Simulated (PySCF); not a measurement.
These are r2SCAN-D4/def2-TZVP (PySCF) values and carry that method's errors. Gas-phase values, no solvent. One relaxed conformer stands for a flexible species; it need not be the lowest. Excitations are Tamm–Dancoff values on a coarser integration grid. The basis has no diffuse functions, so Rydberg states are missing or too high.

Reference species (SMILES): `C1(B)[SiH2]C=CC=1` (neutral, multiplicity 1).

* **S1 oscillator strength**: 0.001
* **HOMO–LUMO gap**: 3.22 eV
* **S1 excitation (TDA)**: 3.89 eV

Changed species: `B[SiH]1C=CC=C1`.

**Question.** Predict the effect on the S1 oscillator strength, HOMO–LUMO gap and S1 excitation (TDA).

**Answer.** the S1 oscillator strength increases by 0.015, to 0.016; the HOMO–LUMO gap rises by 0.05 eV, to 3.27 eV; the S1 excitation (TDA) decreases by 0.11 eV, to 3.78 eV.
